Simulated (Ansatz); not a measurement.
`[SiH3]CCBr` + H–F → `FCC[SiH3]` + HBr at 700 K and 1 bar (substitution at a C–Br bond).

Computed with Ansatz on PBE0-D4/def2-TZVP structures; ΔE is electronic, products minus reactants. CCSD(T)/CBS adds triple-zeta CCSD(T) − MP2 to the extrapolated MP2 energy (def2 sets, frozen cores). This one scheme is used for every species. For Br outer-core shells are correlated without core-valence functions, which leaves a few kJ/mol of doubt a bond. Scalar relativity is left out up to krypton. One conformer a species, not always the lowest.

| species | CCSD(T)/CBS energy (Eh) | H − E (kJ/mol) | S (J/(mol·K)) |
| --- | --- | --- | --- |
| `[SiH3]CCBr` | -2942.71474 | 287.2 | 455.2 |
| H–F | -100.39570 | 45.2 | 198.5 |
| `FCC[SiH3]` | -469.17718 | 289.6 | 428.1 |
| HBr | -2573.91920 | 36.5 | 223.7 |

H − E and S are ideal-gas, rigid-rotor, harmonic terms from PBE0-D4/def2-TZVP, for one conformer and one mirror image of each species. 1 Eh = 2625.50 kJ/mol, R = 8.31446 J/(mol·K).

**Question.** By hand: ΔE, ΔH, ΔS and ΔG.

**Answer.** ΔE = (-469.17718) + (-2573.91920) − (-2942.71474) − (-100.39570) = 0.01406 Eh = 36.9 kJ/mol. Δ(H − E) = 289.6 + 36.5 − 287.2 − 45.2 = -6.3, so ΔH = 30.6 kJ/mol. ΔS = 428.1 + 223.7 − 455.2 − 198.5 = -1.9 J/(mol·K). ΔG = 30.6 − 700 × (-1.9)/1000 = 31.9 kJ/mol.

**Question.** By hand: the equilibrium constant, and the temperature at which ΔG would vanish if ΔH and ΔS stayed fixed.

**Answer.** log₁₀ K = −ΔG/(RT ln 10) = -2.4. ΔH and −TΔS have one sign here, so there is no such temperature.

The number of gas molecules stays the same, so ΔS is small and ΔH decides. A doubt of 5 kJ/mol in ΔE shifts log₁₀ K by 0.4 here. Other conformers and mirror images would add mixing entropy, several J/(mol·K) or more a flexible species. These are equilibria of isolated gas molecules and say nothing of rates. Largest T1 diagnostic: 0.011 (customary marks: 0.02 for closed shells, 0.045 for open ones).

ΔS is within the doubt of such terms, so its sign, and with it that verdict, could turn.
